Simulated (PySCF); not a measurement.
## Löwdin shares of the frontier orbitals

Species: H10SSi4.
Geometry (PBE0-D3(BJ)/def2-SVP, Å), atoms numbered from 1 in this order:
```xyz
15
H10SSi4 angstrom
Si    -2.1897   -1.0838   -0.0479
S     -1.3613   -0.0623   -1.7468
Si     0.6037    0.4419   -0.9733
Si     0.4160    2.3106    0.4339
Si     1.6245   -1.3615    0.1343
H     -1.5531   -2.4220    0.1382
H     -3.6409   -1.2531   -0.3383
H     -2.0028   -0.2907    1.2036
H      1.4130    0.7945   -2.1802
H     -0.3930    1.9480    1.6373
H      1.7707    2.7589    0.8855
H     -0.2586    3.4300   -0.2899
H      1.5636   -2.6017   -0.6964
H      3.0527   -1.0044    0.3999
H      0.9446   -1.6104    1.4423
```

Computed with PySCF 2.14.0, density-fitted response routines, TDDFT CAM-B3LYP/def2-SVPD, vertical, gas phase, core orbitals frozen in the response.

Kohn–Sham orbitals with the atoms that hold most of them (Löwdin shares over 4%, at most four atoms; ? is withheld):

```tsv
orbital	ε (eV)	atoms
LUMO+2	0.66	Si3 18%, Si5 15%, S2 14%, Si4 13%
LUMO+1	0.63	Si5 20%, S2 12%, Si4 12%, Si3 12%
LUMO	0.16	S2 24%, Si3 21%, Si5 12%, Si1 9%
HOMO	-8.32	?
HOMO-1	-9.61	?
HOMO-2	-9.98	S2 25%, Si3 23%, Si4 18%, Si5 7%
HOMO-3	-10.73	Si3 22%, S2 20%, H9 16%, Si1 12%
```

Question: Which atoms hold the HOMO, and with what shares?

Answer: S2 (bonded to 2 Si) 51%; Si3 (bonded to S, 2 Si and H) 14%; Si4 (bonded to Si and 3 H) 11%; Si5 (bonded to Si and 3 H) 7%. By element: sulfur 51%, silicon 32% or more.

Question: Which atoms hold the HOMO-1, and with what shares?

Answer: S2 (bonded to 2 Si) 37%; Si3 (bonded to S, 2 Si and H) 20%; Si5 (bonded to Si and 3 H) 16%; Si1 (bonded to S and 3 H) 6%. By element: silicon 42% or more, sulfur 37%.

Question: The HOMO–LUMO gap is 8.48 eV. Where does the response calculation put the lowest singlet, and from which orbitals?

Answer: S1 is at 5.24 eV (f = 0.0076), 3.23 eV below the gap, made of HOMO→LUMO (93%). Without the coupling terms of the response equations the lowest excitation would equal the gap.

Next come S2 at 5.85 eV (f 0.0012), HOMO→LUMO+2 (65%), HOMO→LUMO+1 (18%); S3 at 6.06 eV (f 0.050), HOMO→LUMO+1 (50%), HOMO→LUMO+5 (22%), HOMO→LUMO+2 (18%); S4 at 6.49 eV (f 0.070), HOMO→LUMO+3 (74%); S5 at 6.55 eV (f 0.055), HOMO→LUMO+5 (47%), HOMO-1→LUMO (15%), HOMO→LUMO+4 (13%).

One conformer stands for the species.
